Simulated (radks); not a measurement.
Values are calculated unless marked as measured or tabulated.
The neon ion Ne+, 9 electrons, occupied as [He] 2s2 2p5 (the NIST ground configuration). Level of theory: scalar-relativistic Kohn-Sham, r2SCAN, spin-polarised, spherical densities, finite nucleus; open shells are filled with parallel spins first; meta-GGA in the generalised Kohn-Sham scheme; Fermi nuclear charge, rms radius 3.0055 fm (a radial shooting solver on a logarithmic mesh with Libxc functionals). Some entries of the table are withheld. Estimate them.

orbital  occ.  eigenvalue (hartree)  <1/r> (bohr^-1)
1s up       1             -31.64812            9.627
1s down     1             -31.60419            9.637
2s up       1                   (1)            1.705
2s down     1                   (2)            1.682
2p up       3              -1.25841            1.553
2p down     2              -1.15844            1.522

Answer. 
(1) 2s up eigenvalue (hartree): -2.16619
(2) 2s down eigenvalue (hartree): -2.07292
